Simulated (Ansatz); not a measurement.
**Molecular dynamics of CH7FSi2**

Input:

```yaml
crystal:
  periodic: [false, false, false]
  atoms:
    - { symbol: Si, position_ang: [-0.322026, 0.100609, 0.225199] }
    - { symbol: Si, position_ang: [1.127788, 0.015065, 2.123542] }
    - { symbol: H, position_ang: [0.24879, -0.503657, 3.185538] }
    - { symbol: H, position_ang: [2.401737, -0.721643, 2.299706] }
    - { symbol: H, position_ang: [1.445659, 1.446429, 2.217772] }
    - { symbol: H, position_ang: [1.189079, -0.571411, 0.491357] }
    - { symbol: F, position_ang: [0.105891, 1.185738, -0.889198] }
    - { symbol: C, position_ang: [-0.921643, -1.43179, -0.709014] }
    - { symbol: H, position_ang: [-0.888507, -2.301771, -0.058558] }
    - { symbol: H, position_ang: [-1.953922, -1.293911, -1.016391] }
    - { symbol: H, position_ang: [-0.331147, -1.637655, -1.594452] }
basis:
  gaussian: { orbitals: "6-31G*" }
hamiltonian:
  xc: hf
md:
  timestep: 0.5
  n_steps: 200
  ensemble: nve
  temperature: 100.0
  initial_velocities: maxwell_boltzmann
  seed: 8087
```

Command:

```bash
$ ansatz run input.yaml --threads 1 --pin off --max-ram 2048MiB --backend cpu --events-out ev --progress --plain --runs-dir out
```

It starts at the highest image of a converged band. Of that band: Neighbouring images differ by up to 2.6 eV, so the band resolves the path poorly. A vibrational analysis at the climbing image gives 2 clearly imaginary modes (577i, 125i cm⁻¹): a point of higher order, so a lower path passes nearby.

Output, in part (one step line in 4, the closing report, with atoms numbered from 0):

```
md step     0: t =     0.00 fs  T =   100.0 K  F+E_penalty+E_count = -19569.56760428 eV  E_kin = 0.116334 eV  conserved = -19569.45127029 eV  (34 SCF iters)
md step     4: t =     2.00 fs  T =    81.5 K  F+E_penalty+E_count = -19569.54583026 eV  E_kin = 0.094835 eV  conserved = -19569.45099551 eV  (25 SCF iters)
md step     8: t =     4.00 fs  T =    66.6 K  F+E_penalty+E_count = -19569.52851689 eV  E_kin = 0.077528 eV  conserved = -19569.45098911 eV  (25 SCF iters)
md step    12: t =     6.00 fs  T =    63.0 K  F+E_penalty+E_count = -19569.52438763 eV  E_kin = 0.073307 eV  conserved = -19569.45108112 eV  (25 SCF iters)
md step    16: t =     8.00 fs  T =    56.1 K  F+E_penalty+E_count = -19569.51620970 eV  E_kin = 0.065207 eV  conserved = -19569.45100282 eV  (25 SCF iters)
md step    20: t =    10.00 fs  T =    56.9 K  F+E_penalty+E_count = -19569.51715959 eV  E_kin = 0.066143 eV  conserved = -19569.45101693 eV  (26 SCF iters)
md step    24: t =    12.00 fs  T =    66.6 K  F+E_penalty+E_count = -19569.52850072 eV  E_kin = 0.077525 eV  conserved = -19569.45097532 eV  (25 SCF iters)
md step    28: t =    14.00 fs  T =    87.7 K  F+E_penalty+E_count = -19569.55310877 eV  E_kin = 0.101978 eV  conserved = -19569.45113091 eV  (26 SCF iters)
md step    32: t =    16.00 fs  T =    95.0 K  F+E_penalty+E_count = -19569.56160599 eV  E_kin = 0.110508 eV  conserved = -19569.45109803 eV  (25 SCF iters)
md step    36: t =    18.00 fs  T =    97.0 K  F+E_penalty+E_count = -19569.56370682 eV  E_kin = 0.112830 eV  conserved = -19569.45087666 eV  (25 SCF iters)
md step    40: t =    20.00 fs  T =   126.8 K  F+E_penalty+E_count = -19569.59869110 eV  E_kin = 0.147558 eV  conserved = -19569.45113279 eV  (25 SCF iters)
md step    44: t =    22.00 fs  T =   145.0 K  F+E_penalty+E_count = -19569.61977753 eV  E_kin = 0.168638 eV  conserved = -19569.45113906 eV  (26 SCF iters)
md step    48: t =    24.00 fs  T =   149.2 K  F+E_penalty+E_count = -19569.62449293 eV  E_kin = 0.173568 eV  conserved = -19569.45092503 eV  (25 SCF iters)
md step    52: t =    26.00 fs  T =   173.8 K  F+E_penalty+E_count = -19569.65325937 eV  E_kin = 0.202216 eV  conserved = -19569.45104382 eV  (26 SCF iters)
md step    56: t =    28.00 fs  T =   206.5 K  F+E_penalty+E_count = -19569.69118907 eV  E_kin = 0.240178 eV  conserved = -19569.45101122 eV  (25 SCF iters)
md step    60: t =    30.00 fs  T =   248.2 K  F+E_penalty+E_count = -19569.73982512 eV  E_kin = 0.288765 eV  conserved = -19569.45106003 eV  (25 SCF iters)
md step    64: t =    32.00 fs  T =   291.7 K  F+E_penalty+E_count = -19569.79043642 eV  E_kin = 0.339377 eV  conserved = -19569.45105911 eV  (25 SCF iters)
md step    68: t =    34.00 fs  T =   337.2 K  F+E_penalty+E_count = -19569.84334321 eV  E_kin = 0.392308 eV  conserved = -19569.45103544 eV  (25 SCF iters)
md step    72: t =    36.00 fs  T =   384.0 K  F+E_penalty+E_count = -19569.89791456 eV  E_kin = 0.446746 eV  conserved = -19569.45116834 eV  (26 SCF iters)
md step    76: t =    38.00 fs  T =   417.1 K  F+E_penalty+E_count = -19569.93620293 eV  E_kin = 0.485259 eV  conserved = -19569.45094439 eV  (26 SCF iters)
md step    80: t =    40.00 fs  T =   469.3 K  F+E_penalty+E_count = -19569.99704074 eV  E_kin = 0.545996 eV  conserved = -19569.45104522 eV  (32 SCF iters)
md step    84: t =    42.00 fs  T =   525.0 K  F+E_penalty+E_count = -19570.06197878 eV  E_kin = 0.610751 eV  conserved = -19569.45122816 eV  (27 SCF iters)
md step    88: t =    44.00 fs  T =   557.0 K  F+E_penalty+E_count = -19570.09900440 eV  E_kin = 0.648011 eV  conserved = -19569.45099304 eV  (26 SCF iters)
md step    92: t =    46.00 fs  T =   599.8 K  F+E_penalty+E_count = -19570.14886774 eV  E_kin = 0.697807 eV  conserved = -19569.45106071 eV  (27 SCF iters)
md step    96: t =    48.00 fs  T =   647.8 K  F+E_penalty+E_count = -19570.20468348 eV  E_kin = 0.753554 eV  conserved = -19569.45112988 eV  (26 SCF iters)
md step   100: t =    50.00 fs  T =   687.4 K  F+E_penalty+E_count = -19570.25076136 eV  E_kin = 0.799687 eV  conserved = -19569.45107405 eV  (26 SCF iters)
md step   104: t =    52.00 fs  T =   727.0 K  F+E_penalty+E_count = -19570.29680401 eV  E_kin = 0.845733 eV  conserved = -19569.45107095 eV  (33 SCF iters)
md step   108: t =    54.00 fs  T =   768.5 K  F+E_penalty+E_count = -19570.34505413 eV  E_kin = 0.894006 eV  conserved = -19569.45104824 eV  (26 SCF iters)
md step   112: t =    56.00 fs  T =   811.7 K  F+E_penalty+E_count = -19570.39542578 eV  E_kin = 0.944273 eV  conserved = -19569.45115297 eV  (26 SCF iters)
md step   116: t =    58.00 fs  T =   840.8 K  F+E_penalty+E_count = -19570.42920842 eV  E_kin = 0.978114 eV  conserved = -19569.45109467 eV  (26 SCF iters)
md step   120: t =    60.00 fs  T =   867.5 K  F+E_penalty+E_count = -19570.46013169 eV  E_kin = 1.009146 eV  conserved = -19569.45098613 eV  (26 SCF iters)
md step   124: t =    62.00 fs  T =   906.4 K  F+E_penalty+E_count = -19570.50564075 eV  E_kin = 1.054413 eV  conserved = -19569.45122759 eV  (26 SCF iters)
md step   128: t =    64.00 fs  T =   918.5 K  F+E_penalty+E_count = -19570.51963104 eV  E_kin = 1.068472 eV  conserved = -19569.45115924 eV  (27 SCF iters)
md step   132: t =    66.00 fs  T =   913.7 K  F+E_penalty+E_count = -19570.51384670 eV  E_kin = 1.062893 eV  conserved = -19569.45095418 eV  (25 SCF iters)
md step   136: t =    68.00 fs  T =   923.9 K  F+E_penalty+E_count = -19570.52596534 eV  E_kin = 1.074835 eV  conserved = -19569.45113022 eV  (26 SCF iters)
md step   140: t =    70.00 fs  T =   926.7 K  F+E_penalty+E_count = -19570.52910654 eV  E_kin = 1.078034 eV  conserved = -19569.45107284 eV  (27 SCF iters)
md step   144: t =    72.00 fs  T =   928.2 K  F+E_penalty+E_count = -19570.53085104 eV  E_kin = 1.079808 eV  conserved = -19569.45104316 eV  (28 SCF iters)
md step   148: t =    74.00 fs  T =   933.8 K  F+E_penalty+E_count = -19570.53746436 eV  E_kin = 1.086361 eV  conserved = -19569.45110339 eV  (27 SCF iters)
md step   152: t =    76.00 fs  T =   935.1 K  F+E_penalty+E_count = -19570.53895783 eV  E_kin = 1.087885 eV  conserved = -19569.45107259 eV  (26 SCF iters)
md step   156: t =    78.00 fs  T =   932.9 K  F+E_penalty+E_count = -19570.53639960 eV  E_kin = 1.085269 eV  conserved = -19569.45113082 eV  (26 SCF iters)
md step   160: t =    80.00 fs  T =   923.6 K  F+E_penalty+E_count = -19570.52544269 eV  E_kin = 1.074471 eV  conserved = -19569.45097143 eV  (26 SCF iters)
md step   164: t =    82.00 fs  T =   930.4 K  F+E_penalty+E_count = -19570.53344150 eV  E_kin = 1.082366 eV  conserved = -19569.45107558 eV  (26 SCF iters)
md step   168: t =    84.00 fs  T =   935.7 K  F+E_penalty+E_count = -19570.53977889 eV  E_kin = 1.088580 eV  conserved = -19569.45119904 eV  (26 SCF iters)
md step   172: t =    86.00 fs  T =   922.2 K  F+E_penalty+E_count = -19570.52375678 eV  E_kin = 1.072808 eV  conserved = -19569.45094882 eV  (26 SCF iters)
md step   176: t =    88.00 fs  T =   927.3 K  F+E_penalty+E_count = -19570.52983956 eV  E_kin = 1.078809 eV  conserved = -19569.45103011 eV  (26 SCF iters)
md step   180: t =    90.00 fs  T =   942.2 K  F+E_penalty+E_count = -19570.54719135 eV  E_kin = 1.096073 eV  conserved = -19569.45111873 eV  (26 SCF iters)
md step   184: t =    92.00 fs  T =   950.3 K  F+E_penalty+E_count = -19570.55655714 eV  E_kin = 1.105526 eV  conserved = -19569.45103119 eV  (26 SCF iters)
md step   188: t =    94.00 fs  T =   963.3 K  F+E_penalty+E_count = -19570.57170443 eV  E_kin = 1.120620 eV  conserved = -19569.45108436 eV  (26 SCF iters)
md step   192: t =    96.00 fs  T =   973.1 K  F+E_penalty+E_count = -19570.58309492 eV  E_kin = 1.131996 eV  conserved = -19569.45109876 eV  (27 SCF iters)
md step   196: t =    98.00 fs  T =   975.1 K  F+E_penalty+E_count = -19570.58541192 eV  E_kin = 1.134328 eV  conserved = -19569.45108437 eV  (26 SCF iters)
md step   200: t =   100.00 fs  T =   973.3 K  F+E_penalty+E_count = -19570.58332552 eV  E_kin = 1.132303 eV  conserved = -19569.45102218 eV  (33 SCF iters)
Total energy: -19570.58332552 eV, -719.2056717952 hartree
Atom 0 at    -1.308145     0.410574    -0.466693 Å, force     0.232642    -0.673747     0.043470 eV/Å
Atom 1 at     1.925452    -0.139329     2.782613 Å, force    -0.025286     0.148953     0.848227 eV/Å
Atom 2 at     0.898529    -1.121794     3.212118 Å, force     0.050997     0.203180     0.040177 eV/Å
Atom 3 at     3.242064    -0.580931     3.263772 Å, force     0.103077    -0.089074     0.032287 eV/Å
Atom 4 at     1.667809     1.213629     3.380744 Å, force    -0.073541    -0.453683    -0.325386 eV/Å
Atom 5 at     1.935854    -0.120149     1.336191 Å, force    -0.028045     0.197237    -0.563701 eV/Å
Atom 6 at     0.119048     0.960676    -0.952916 Å, force     0.130459     0.583359    -0.076586 eV/Å
Atom 7 at    -0.805117    -1.413714    -0.773411 Å, force    -0.009415     0.136708    -0.503003 eV/Å
Atom 8 at    -1.349615    -2.207619    -0.270403 Å, force    -0.012062     0.107984    -0.052935 eV/Å
Atom 9 at    -0.938481    -1.532292    -1.861036 Å, force    -0.235859    -0.141113     0.209907 eV/Å
Atom 10 at     0.269830    -1.542489    -0.653717 Å, force    -0.132967    -0.019805     0.347544 eV/Å
Dipole moment:    -0.121658    -0.221942     0.002873 e Å
```

All steps were run. The conserved energy stayed within 0.036 meV per atom of its start (net change 0.023 meV per atom), so the integration is sound. The kinetic energy rose, since the run started high on the potential surface and went downhill. It ends in pieces (CH3FSi + H4Si), so much of that is their flight and rotation, not heat. A run of 0.1 ps of so small a system gives no equilibrium averages. The orbitals stay closed-shell, which can raise the energy where a bond breaks towards radicals; this wasn't checked here.

Between its relaxed ends the band would form Si2–H6 and break Si1–Si2, Si1–H6. These pairs go: Si2–H6 1.74 → 1.45 Å, Si1–Si2 2.39 → 4.62 Å, Si1–H6 1.68 → 3.75 Å. In the last frame they stand as after the step (other bonds may differ from the relaxed reactants and products). It ends as CH3FSi + H4Si. Pairs count as bonded within 1.25 times the sum of covalent radii (0.12 Å more for H–H).

Last frame:

```xyz
11
Properties=species:S:1:pos:R:3
Si -1.308 0.411 -0.467
Si 1.925 -0.139 2.783
H 0.898 -1.122 3.212
H 3.242 -0.581 3.264
H 1.668 1.214 3.381
H 1.936 -0.120 1.336
F 0.119 0.961 -0.953
C -0.805 -1.414 -0.773
H -1.350 -2.208 -0.270
H -0.939 -1.532 -1.861
H 0.270 -1.542 -0.654
```

Run time: 5.2 min on 1 thread of Arm Neoverse V1 (shared host), peak memory 0.14 GiB.
